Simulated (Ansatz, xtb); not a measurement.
Species: SiCl$_{2}$, charge 0, multiplicity 1. SMILES: Cl[Si]Cl
Structure (B3LYP-D3(BJ)/def2-TZVP (Ansatz, an electronic-structure program) minimum search):
```
Si
Cl 1 2.0938
Cl 1 2.0938 2 101.66
```

Harmonic wavenumbers from GFN2-xTB (xtb, at its own minimum), cm⁻¹: 179, 423, 446.

Give the harmonic wavenumbers at B3LYP-D3(BJ)/def2-TZVP (Ansatz, finite differences of forces, unscaled).

193, 493, 501 cm⁻¹. Zero-point energy 1.7 kcal/mol.

From these and the geometry, give the ideal-gas thermochemistry at 298.15 K and 1 atm (rigid rotor, harmonic oscillator).

Point group C2v, rotational symmetry number 2. Rotational constants 14.37, 2.705, 2.276 GHz. S(trans) 39.69, S(rot) 24.32, S(vib) 3.53, S(elec, spin only) 0.00, S 67.5 cal/(mol K). H(298) - H(0) 3.01 kcal/mol; G - E(el) -15.4 kcal/mol.
